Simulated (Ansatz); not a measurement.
Geometry optimisation, RHF/def2-SVP in Ansatz 0.2.0.

input.yaml

```yaml
crystal:
  periodic: [false, false, false]
  atoms:
    - { symbol: "N", position_ang: [0.72748, 1.67641, -0.51782] }
    - { symbol: Sc, position_ang: [-0.37882, 0.06481, -0.06909] }
    - { symbol: "N", position_ang: [-0.07433, -1.78737, 0.63813] }
    - { symbol: F, position_ang: [-2.13689, 0.36338, -0.39219] }
    - { symbol: H, position_ang: [0.27676, 2.52255, -0.87987] }
    - { symbol: H, position_ang: [1.71809, 1.91153, -0.48338] }
    - { symbol: H, position_ang: [-0.66355, -2.59012, 0.85429] }
    - { symbol: H, position_ang: [0.87492, -2.0977, 0.86826] }
basis:
  gaussian: { orbitals: def2-SVP }
hamiltonian:
  xc: hf
relax:
  f_tol: 0.015
  max_steps: 40
```

Run as:

```bash
$ ansatz run input.yaml --threads 1 --pin off --max-ram 2048MiB --backend cpu --events-out ev --progress --plain --runs-dir out
```

Where does it end, and by what steps?

The run converged. After 6 steps the energy has fallen by 0.192 eV; H6 moved furthest, 0.40 Å.

| step | energy less start (eV) | largest force component (eV/Å) | accepted |
| --- | --- | --- | --- |
| 0 | 0.0000 | 0.986 | yes |
| 1 | -0.1456 | 0.448 | yes |
| 2 | -0.1831 | 0.190 | yes |
| 3 | -0.1848 | 0.247 | yes |
| 4 | -0.1922 | 0.072 | yes |
| 5 | -0.1925 | 0.028 | yes |
| 6 | -0.1925 | 0.002 | yes |

```xyz
8
Properties=species:S:1:pos:R:3
N 0.688 1.568 -0.484
Sc -0.610 0.100 -0.111
N 0.047 -1.644 0.601
F -2.424 0.357 -0.425
H 0.471 2.483 -0.841
H 1.685 1.538 -0.350
H -0.514 -2.449 0.823
H 1.001 -1.889 0.806
```

Time of the run: 15 s on 1 thread of Arm Neoverse V2 (shared host), peak memory 0.18 GiB.
